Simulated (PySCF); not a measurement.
**Vanadium: a sound run and one with changed settings**

Sound run: V²⁺ [Ar] 3d3, V³⁺ [Ar] 3d2. Computed with PySCF 2.14 in aug-cc-pVDZ, with the non-relativistic Hamiltonian (point nucleus). The sound run starts from symmetry-adapted Hartree-Fock orbitals and uses a fine grid where one is needed.

A second run was set up differently.

| species | method | sound run (hartree) | changed run (hartree) | converged |
| --- | --- | --- | --- | --- |
| V²⁺ | UHF | -942.18369 | -942.18350 | no |
| V²⁺ | PBE | -942.86504 | -942.86493 | no |
| V²⁺ | B3LYP | -943.13222 | -943.13217 | no |
| V³⁺ | UHF | -941.13035 | -941.07792 | no |
| V³⁺ | PBE | -941.74990 | -941.74939 | no |
| V³⁺ | B3LYP | -942.02031 | -941.98681 | no |

What was changed?
A. radial grid too coarse
B. too few SCF iterations
C. minimal basis
D. all electrons correlated in a valence basis

B. It used initial guess sap, at most 3 SCF cycles. The SCF was stopped early; the energies are upper bounds that still move, and correlated levels were skipped or rest on poor orbitals.
